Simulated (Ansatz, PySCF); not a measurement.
GeH4O4. Atoms are numbered in the order given.

```xyz
9

O     -0.2458     1.4708    -0.9269
Ge     0.0000     0.0000     0.0000
O      0.2458    -1.4708    -0.9269
O     -1.4708    -0.2458     0.9269
O      1.4708     0.2458     0.9269
H     -1.1748     1.6008    -1.1491
H      1.1748    -1.6008    -1.1491
H     -1.6008    -1.1748     1.1491
H      1.6008     1.1748     1.1491
```
Charge 0, spin multiplicity 1.

Coordinates come from a PBE0-D3(BJ)/def2-SVP optimisation. The isomer is the one that the SMILES or the coordinates give; other isomers of the formula were not compared. The values are those of a single conformer.

Vertical ionisation energy (IE) and electron affinity (EA) in eV. Rows of orbital energies are one-electron estimates. Where ΔSCF, EOM or ADC give a negative EA the extra electron is unbound and the value depends on the basis.

```
level                                                                         IE     EA
-------------------------------------------------------------------------  -----  -----
−ε(HOMO), −ε(LUMO), B3LYP/def2-TZVP (PySCF)                                 8.93   0.69
−ε(HOMO), −ε(LUMO), PBE/def2-TZVP (PySCF)                                   7.40   1.26
ΔSCF, CAM-B3LYP/def2-TZVPD (Ansatz), final states of multiplicity 2 and 2  11.88  -0.40
ΔSCF, PBE/def2-TZVPD (Ansatz), final states of multiplicity 2 and 2        10.66  -0.16
```

### Question
What vertical singlet–triplet gap does ΔSCF give with CAM-B3LYP/def2-TZVPD (Ansatz, a first-principles code) and with PBE/def2-TZVPD (Ansatz)? (An estimate is asked for; the answer gives what the named calculation found.)

### Answer
7.19 and 5.84 eV (triplet above singlet where positive).
